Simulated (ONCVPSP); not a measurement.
## Building the ONCV potential for carbon (PBE, scalar-relativistic).

ONCVPSP 4.0.1 input, shortened (lines: element, Z, core and valence counts, functional; n l f; lmax; l rc ep ncon nbas qcut; lloc lpopt rc5 dvloc0; l nproj debl; icmod fcfact rcfact), PBE, scalar-relativistic:

```
  C 6.00    1    2        4      upf
    1    0    2.00
    2    0    2.00
    2    1    2.00
    1
    0    1.15    0.00    3    6    7.00
    1    3.00    0.00    3    6    3.90
    4    3    0.90    1.00
    0    2    2.80
    1    2    0.50
    3    2.50    1.10
```

Poles of the logarithmic derivatives, all-electron (AE) and pseudo (PS). s: poles at 3.8 (AE) and 3.8 (PS) Ha. p: poles at -0.1, 1.6, 4.3 (AE) and -0.1, 1.5, 4.2 (PS) Ha. Test radii: s 1.16, p 3.05 bohr.

* Cutoffs needed: 18 Ha and 24 Ha (the cutoffs (Ha) at which the residual kinetic energy of the hardest occupied pseudo-wave falls to 1 and 0.1 mHa per electron)
* Ghost test: no bound ghost flagged; no localised positive-energy state flagged
* Largest excitation error: +3401 meV (all-electron minus pseudo) for 2s1 2p0, out of 4 test configurations
* rms error of d²Exc/dni dnj: 0.81 mHa without and 0.66 mHa with the model core
